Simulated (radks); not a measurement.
The numbers below are computed, except where a source is named.
Q: Tl+, 80 electrons, occupied as [Hg]. Level of theory: scalar-relativistic Kohn-Sham, PBE, spin-polarised, spherical densities, point nucleus (a radial shooting solver on a logarithmic mesh with Libxc functionals). Some entries of the table are withheld. Estimate them.

orbital  occ.  eigenvalue (eV)  <r^2> (bohr^2)
1s          2        -85646.08       0.0003685
2s          2        -15254.86        0.005602
2p          6        -13118.76        0.004755
3s          2        -3646.756             (1)
3p          6              (2)         0.03727
3d         10        -2396.123             (3)
4s          2        -819.5985          0.1730
4p          6        -618.1739             (4)
4d         10        -382.3001          0.2233
5s          2        -138.2815          0.8623
4f         14        -121.3024          0.2629
5p          6         -83.3890           1.147
5d         10         -22.7551           2.242
6s          2         -16.3092           6.457

A: 
(1) 3s <r^2> (bohr^2): 0.03606
(2) 3p eigenvalue (eV): -3032.106
(3) 3d <r^2> (bohr^2): 0.03088
(4) 4p <r^2> (bohr^2): 0.1981
